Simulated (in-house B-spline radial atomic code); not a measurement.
Values are calculated unless marked as measured or tabulated.
**Cl in an electron gas of r_s = 3.6: phase shifts, screening and friction**

A nucleus sits in a uniform electron gas with a rigid positive background. The Kohn-Sham equations are solved self-consistently in the spin-unpolarised LDA (PW92), non-relativistic, on B-splines with outgoing waves at the boundary and partial waves to l = 8. The model has no lattice, no bands and no magnetic solution. Atomic units; δ_l are the phase shifts at the Fermi level, counted so that each bound state adds π, and good to about 0.0005.

The density parameter is r_s = 3.6 bohr.

```tsv
l	δ_l (rad)
0	8.5177
1	5.8577
2	0.1124
3	0.0085
4	-0.0007
5	0.0000
6	0.0000
7	0.0001
8	0.0001
```

Bound levels below the band bottom (hartree): s -100.1, s -8.892, p -6.742, s -0.5043, p -0.09056.

(1) Check the Friedel sum rule, and say where the screening charge sits.

(2) Find the transport cross section and the electronic stopping of a 1 keV Cl ion (mass 35.45 u).

Answers

(1) k_F = (9π/4)^(1/3)/r_s = 0.53310. The rule is Z = (2/π) Σ (2l + 1) δ_l. The terms are s 5.423, p 11.187, d 0.358, f 0.038 and -0.002 beyond, in all 17.004 against Z = 17. Bound states hold 6 s, 12 p, 0 d electrons, so the scattering states carry -1.00 in all; where a term is smaller than its bound count, the bound level has drawn weight out of the band.

(2) σ_tr = (4π/k_F²) Σ (l + 1) sin²(δ_l − δ_(l+1)). The terms for l = 0 to 3 are 0.2145, 0.5249, 0.0323, 0.0003, all together 0.7721, so σ_tr = 44.217 × 0.7721 = 34.140 bohr². With n = 3/(4π r_s³) = 0.005117, the friction coefficient is Q = n k_F σ_tr = 0.0931. For v well below v_F = 0.533, dE/dx = Q v; with 24801 eV per u at v = 1, v = √(1000/(24801 × 35.45)) = 0.0337, so dE/dx = 0.00314 hartree/bohr = 1.62 eV/nm. The largest term couples the p and d waves.
